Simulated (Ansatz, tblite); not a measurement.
Cost and result up the ladder for Sr4O4 (8 atoms). The state is a singlet with charge 0. Geometry: PBE-D4/def2-SVP.

```tsv
atom	x (Å)	y (Å)	z (Å)
Sr1	0.951	0.125	2.504
Sr2	1.217	-0.815	-1.478
Sr3	-0.522	2.628	-0.101
Sr4	-1.547	-1.326	-0.393
O5	0.320	2.123	1.859
O6	-0.353	-2.263	-1.975
O7	0.539	-1.203	0.799
O8	-0.604	0.732	-1.215
```

Ansatz on 4 threads of Arm Neoverse V1 on a shared host; xTB runs through tblite on one thread. Times are rough, summed over both states, and most runs start from the orbitals of an earlier one. PBE0-D4/def2-TZVP serves as the yardstick here, not as an exact answer. The other state is a triplet.

In the def2 sets Sr takes a core potential; there is no spin–orbit coupling. The xTB rows come from tblite. The structure comes from a short search, and lower isomers may exist.

xTB has no spin-polarisation term.

| level | functions | wall time | vertical triplet (eV) | difference from PBE0-D4/def2-TZVP (eV) |
| --- | --- | --- | --- | --- |
| GFN1-xTB | 52 | 0.026 s | 1.86 | 0.32 |
| GFN2-xTB | 52 | 0.055 s | 0.58 | -0.96 |
| PBE-D4/def2-TZVP (with forces) | 256 | 23 s | 1.37 | -0.17 |
| r2SCAN-D4/def2-TZVP | 256 | 47 s | 1.44 | -0.10 |
| PBE0-D4/def2-TZVP | 256 | 63 s | 1.54 | 0.00 |
